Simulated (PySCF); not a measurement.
**Solvent effects on NMR parameters**

Bonds (- single, = double, # triple, : aromatic): N1#C2, C2-C3, C3-F4, C3-F5, C3-O6, O6-C7, C7-C8, C8-C9, C9-Si10, Si10-C7. C7 carries H11; C8 carries H12, H13; C9 carries H14, H15; Si10 carries H16, H17. Stereochemistry as in N#CC(F)(F)O[C@H]1CC[SiH2]1. H13, H15, H17 are cis to O6 on the ring; H12, H14, H16 are trans to O6 on the ring.

GIAO PBE0/pcSseg-1 in PySCF on one PBE0-D3(BJ)/def2-SVP conformer, non-relativistic, equivalent nuclei averaged. Solvents enter as an IEF-PCM continuum (dichloromethane with ε = 8.9, acetonitrile with ε = 35.7) around the gas-phase geometry. Shifts are referred to TMS, CFCl3 computed in the same medium.

Gas phase, δ in ppm: C2 115.3, C3 113.0, C7 62.9, C8 31.0, C9 3.5, F5 -76.2, F4 -81.5, Si10 -19.7, H16 4.89, H17 4.72, H11 4.07, H12 2.80, H13 2.38, H15 1.08. Dipole moment 4.46 D.

Problem. How does each δ change in the continuum?

Solution. 
```csv
atoms,environment,"Δδ, dichloromethane","Δδ, acetonitrile"
C2,nitrile carbon,+2.5,+2.9
C3,"fully substituted sp3 carbon bonded to 2 F and O, α to a nitrile",+1.3,+1.5
C7,sp3 CH bonded to O and Si,+1.4,+1.6
C8,sp3 CH2 in a ring,+0.7,+0.8
C9,sp3 CH2 bonded to Si,+0.5,+0.5
F5,fluorine of a CF2 group,+3.0,+3.6
F4,fluorine of a CF2 group,+3.3,+3.8
Si10,"silicon bonded to 2 C, 2 H, in a 4-membered ring",+0.8,+0.9
H16,"hydrogen on a silicon bonded to 2 C, in a 4-membered ring",-0.02,-0.02
H17,"hydrogen on a silicon bonded to 2 C, in a 4-membered ring",-0.07,-0.08
H11,hydrogen on an sp3 CH bonded to O and Si,+0.23,+0.27
H12,hydrogen on an sp3 CH2 in a ring,+0.05,+0.06
H13,hydrogen on an sp3 CH2 in a ring,+0.04,+0.03
H15,hydrogen on an sp3 CH2 bonded to Si,+0.06,+0.06
```

Changes are relative to the gas phase. The dipole moment becomes 5.22 D in dichloromethane, 5.33 D in acetonitrile.

Problem. Which of the listed nuclei move most (in ppm), and what does the model miss? (N and O are left out, as their reference compounds move with the solvent too.)

Solution. F4 (fluorine of a CF2 group, +3.8 ppm) in acetonitrile. A continuum only polarises the solute; specific hydrogen bonds, the anisotropy of aromatic solvents and changes of geometry or conformer are outside it.
